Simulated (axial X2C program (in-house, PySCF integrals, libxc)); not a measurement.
# How the levels of FCuF (d8 s1 p(π)0 orbitals) move with the bond length

Calculated with an axial X2C code built on PySCF integrals: two-component X2C with atomic mean-field Coulomb and Gaunt terms, basis F dyall-av3z, Cu dyall-v3z (cores contracted in-house). Orbitals come from Hartree–Fock averaged over the configuration Cu d8 s1 p(π)0; CI then distributes these electrons over the d, s, p(π) shells of Cu.

At F–Cu–F held linear, both bonds 1.773 Å:

```csv
Ω,energy (cm⁻¹),g∥,configuration
5/2,0,6.00,74% d9 + 26% d8 s1
3/2,450,3.20,76% d9 + 24% d8 s1
1/2,1743,0.08,78% d9 + 22% d8 s1
3/2,2141,2.80,76% d9 + 24% d8 s1
1/2,6600,1.92,88% d9 + 12% d8 s1
```

g∥ is the magnitude of 2⟨Lz + ge Sz⟩ for the +Ω component. The lowest 14 levels at most are listed.

At F–Cu–F held linear, both bonds 2.092 Å:

```
  Ω  energy (cm⁻¹)     g∥       configuration
5/2              0   6.00  84% d9 + 16% d8 s1
3/2             13   3.52  88% d9 + 12% d8 s1
1/2            922   0.13  90% d9 + 10% d8 s1
3/2           1830   2.48  86% d9 + 14% d8 s1
1/2           5178   1.87              95% d9
5/2          21862   6.79          100% d8 s1
7/2          21930   9.96          100% d8 s1
3/2          22014   3.39          100% d8 s1
1/2          22272   0.50          100% d8 s1
1/2          23161   2.18          100% d8 s1
5/2          23338   7.16          100% d8 s1
3/2          23523   3.41          100% d8 s1
9/2          25035  12.01          100% d8 s1
```

The lowest level lies 23013 cm⁻¹ above the lowest at the first distance.

Question: How does the gap from the lowest to the fifth level change between the two distances?

Answer: From 6600 to 5178 cm⁻¹, a factor of 0.78.

There is no dynamic correlation: spin–orbit spacings and, for f shells, spacings inside one term are the most reliable numbers, splittings between terms come out too wide, and energies between configurations are not reliable, so the lowest level need not be the ground state of the molecule. The lowest levels belong to d9, not to the averaged configuration, so orbitals and distance suit them less well. For d shells the ligand-field splittings (σ, π, δ) and their order can be off by a thousand cm⁻¹ or more. At most 4 roots were kept for each Ω > 0 (twice that for Ω = 0) within 3.2 eV of the lowest, so higher up levels can be missing between those listed; levels with Ω > 0 are doubly degenerate and listed once, Ω = 0 levels singly. States that fill the shells left empty in the average are placed too high. The molecule was held linear; bending was not examined.
